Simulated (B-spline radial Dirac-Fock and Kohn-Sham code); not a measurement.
## Elastic electron scattering at 1 keV, H to Ar

Level of theory: relativistic (Dirac) partial waves in the static field of the Dirac-Fock atom with Furness-McCarthy exchange, without polarisation or absorption potentials; a radial atomic solver. σ_tr1 and σ_tr2 weight the cross section with 1 − P₁ and 1 − P₂ of cos θ; "backward" is the share scattered beyond 90°.

```
 Z  element  σ (a₀²)  σ_tr1 (a₀²)  σ_tr2 (a₀²)  backward (%)  dσ/dΩ at 90° (a₀²/sr)
 1        H    0.102      0.00533       0.0125          0.59               0.000190
 2       He    0.158       0.0172       0.0374           1.6               0.000797
 3       Li    0.984       0.0383       0.0830          0.60                0.00183
 4       Be     1.51       0.0671        0.145          0.71                0.00325
 5        B     1.81        0.102        0.217          0.94                0.00502
 6        C     1.93        0.139        0.291           1.3                0.00713
 7        N     1.96        0.178        0.363           1.8                0.00960
 8        O     1.94        0.218        0.430           2.4                 0.0124
 9        F     1.88        0.258        0.489           3.1                 0.0156
10       Ne     1.81        0.296        0.539           4.1                 0.0191
12       Mg     3.66        0.383        0.661           3.0                 0.0255
13       Al     4.50        0.430        0.727           2.8                 0.0284
14       Si     4.91        0.478        0.793           3.0                 0.0309
15        P     5.09        0.527        0.857           3.2                 0.0332
16        S     5.11        0.575        0.918           3.6                 0.0351
17       Cl     5.04        0.624        0.976           4.1                 0.0368
18       Ar     4.92        0.673         1.03           4.6                 0.0383
```

Values without a named source are computed, but for edge energies of neutral atoms, which are taken from tables.
